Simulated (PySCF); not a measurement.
W(OH)4(H)2 (H₆O₄W), SMILES [WH2]([OH])([OH])([OH])[OH], multiplicity 1.

Geometry optimised at PBE0-D3(BJ)/def2-SVP. The spin state was assumed, not searched. The structure was generated by enumeration; whether it is a known compound was not checked. The def2 effective core potentials stand for the cores of W; spin–orbit coupling is left out. One conformer was computed; it need not be the lowest.

Calculation: TDDFT-PBE/def2-SVPD (PySCF).

Vertical excitations. The molecule is in vacuum. State labels are in the subgroup C2.

```csv
state,symmetry,energy (eV),λ (nm),f,main pairs
S1,A,3.60,344,0.000,HOMO→LUMO 99 %
S2,B,3.93,315,0.005,HOMO→LUMO+1 97 %
S3,B,4.60,270,0.012,"HOMO→LUMO+2 78 %, HOMO−1→LUMO 19 %"
S4,B,4.68,265,0.008,"HOMO−1→LUMO 70 %, HOMO→LUMO+2 19 %"
S5,A,4.88,254,0.000,"HOMO−2→LUMO 78 %, HOMO−1→LUMO+1 22 %"
S6,A,5.02,247,0.001,"HOMO−4→LUMO 71 %, HOMO−1→LUMO+1 21 %"
S7,B,5.26,236,0.005,"HOMO−3→LUMO 44 %, HOMO−2→LUMO+1 41 %, HOMO−4→LUMO+1 10 %"
S8,A,5.31,234,0.000,HOMO−3→LUMO+1 73 %
S9,A,5.43,228,0.000,HOMO−1→LUMO+2 87 %
S10,B,5.44,228,0.021,"HOMO−4→LUMO+1 55 %, HOMO−3→LUMO 26 %"
T1,A,3.24,382,0,HOMO→LUMO 100 %
T2,B,3.53,351,0,HOMO→LUMO+1 100 %
T3,B,4.01,309,0,HOMO→LUMO+2 98 %
T4,B,4.31,288,0,HOMO−1→LUMO 90 %
```
Triplets are in the Tamm–Dancoff approximation, which puts them higher than full response would, so one can lie above its singlet here.
